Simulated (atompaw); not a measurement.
# Ce: PAW (atompaw) pseudisation with PBE, scalar-relativistic reference atom.

cerium (Ce), PAW, made with atompaw 4.2.0.5 (PBE, scalar-relativistic). Core [Kr] 4d10, reference 4f1 5s2 5p6 5d1 6s2 6p0. Waves: 5s (bound); 6s (bound); 5p (bound); 6p (bound, empty); 5d (bound); 5d channel at 0.6 Ry; 4f (bound); 4f channel at -0.05 Ry. Local part: vpsmatchnc scheme with l = 4 at 1 Ry, radius 2.70 bohr. Core correction: smooth core density matched at 2.55 bohr. Augmentation charge: sinc compensation charge, radius 2.88 bohr; PAW radius 3.00 bohr; waves and projectors: bloechl.

Question: Does the generator finish with these settings?

Answer: Yes, a potential is produced.

Question: Estimate the cutoffs (Ry, on a coarse ladder) from which the occupation-weighted sum of valence levels, in a spherical-Bessel basis at the reference potential, stays within 10 and 1 mRy of its value at 400 Ry.

Answer: 40 Ry and 50 Ry.

Question: What does a ghost test show?

Answer: No extra level below or beside the all-electron valence levels (s, p, d, f tested). The logarithmic derivative shows an extra or strongly shifted pseudo pole above the reference energy (s near 0.53 Ry).

Question: Is the overlap operator S = 1 + Σ q|β⟩⟨β| positive definite (Bessel basis up to 400 Ry)?

Answer: Yes: its lowest eigenvalue is 0.14 (s channel).
